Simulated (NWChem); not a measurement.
System meant: C$_{2}$H$_{6}$BeS; SMILES C[S][Be][CH3]

The following NWChem deck was run.

```
start job
memory heap 200 mb stack 900 mb global 1100 mb
geometry units angstroms noautoz
  Be     0.206285    -1.002629    -0.124505
  C     -0.261418    -2.608030    -0.020022
  H      0.589309    -3.288182    -0.206537
  H     -1.040703    -2.869148    -0.757468
  H     -0.658359    -2.865465     0.977675
  S      0.777198     0.818367    -0.235620
  C     -0.793311     1.721996     0.045776
  H     -1.537440     1.497938    -0.730221
  H     -0.553043     2.792325    -0.005009
  H     -1.213854     1.509024     1.037696
end
basis spherical
  * library def2-svp
end
dft
  xc pbe0
  iterations 4
  mulliken
end
task dft energy
```

End of the output:

```
    Atom       Charge   Shell Charges
 -----------   ------   -------------------------------------------------------
    1 Be   4     3.88   1.97  0.48  0.16  0.85  0.42
    2 C    6     6.34   1.97  0.58  0.34  1.90  1.51  0.04
    3 H    1     0.94   0.61  0.26  0.07
    4 H    1     0.95   0.62  0.26  0.07
    5 H    1     0.95   0.62  0.26  0.07
    6 S   16    15.91   2.00  1.95  0.95  0.62  5.81  1.92  2.58  0.06
    7 C    6     6.15   1.96  0.60  0.34  1.84  1.34  0.07
    8 H    1     0.96   0.64  0.26  0.07
    9 H    1     0.96   0.64  0.26  0.07
   10 H    1     0.96   0.64  0.26  0.07

 center of mass
 --------------
 x =   0.12956867 y =   0.06567860 z =  -0.00038952

 moments of inertia (a.u.)
 ------------------
         682.057333477502           0.000000000000          -0.000000000000
           0.000000000000         131.069507983855          -0.000000000000
          -0.000000000000          -0.000000000000         790.136488142579

     Multipole analysis of the density
     ---------------------------------

     L   x y z        total         alpha         beta         nuclear
     -   - - -        -----         -----         ----         -------
     0   0 0 0     -0.000000    -19.000000    -19.000000     38.000000

     1   1 0 0     -0.617178     -0.308589     -0.308589      0.000000
     1   0 1 0     -0.024035     -0.012018     -0.012018      0.000000
     1   0 0 1     -0.004499     -0.002250     -0.002250      0.000000

     2   2 0 0    -24.134438    -48.473027    -48.473027     72.811617
     2   1 1 0     -2.503415      1.972145      1.972145     -6.447705
     2   1 0 1      0.000190      0.000291      0.000291     -0.000393
     2   0 2 0    -24.520625   -213.936818   -213.936818    403.353012
     2   0 1 1      0.015120      0.033034      0.033034     -0.050949
     2   0 0 2    -24.891502    -18.148387    -18.148387     11.405271

 ------------------------------------------------------------------------
 dft energy failed                                                                                  0
 ------------------------------------------------------------------------
 ------------------------------------------------------------------------
  current input line :
    23: task dft energy
 ------------------------------------------------------------------------
 ------------------------------------------------------------------------
 This type of error is most commonly associated with calculations not reaching convergence criteria
 ------------------------------------------------------------------------
 For more information see the NWChem manual at https://nwchemgit.github.io

0:dft energy failed:Received an Error in Communication
```

Problem. Can this run be used? If not, why, and what is the fix?

Solution. The run did not converge; its last values are not results. Cause: the SCF was allowed too few iterations. This input runs:
```
start job
memory heap 200 mb stack 900 mb global 1100 mb
geometry units angstroms noautoz
  Be     0.206285    -1.002629    -0.124505
  C     -0.261418    -2.608030    -0.020022
  H      0.589309    -3.288182    -0.206537
  H     -1.040703    -2.869148    -0.757468
  H     -0.658359    -2.865465     0.977675
  S      0.777198     0.818367    -0.235620
  C     -0.793311     1.721996     0.045776
  H     -1.537440     1.497938    -0.730221
  H     -0.553043     2.792325    -0.005009
  H     -1.213854     1.509024     1.037696
end
basis spherical
  Be library def2-svp
  C library def2-svp
  H library def2-svp
  S library def2-svp
end
dft
  xc pbe0
  iterations 150
  mulliken
end
task dft energy
```
It converges to -492.33191 Ha (PBE0/def2-SVP).
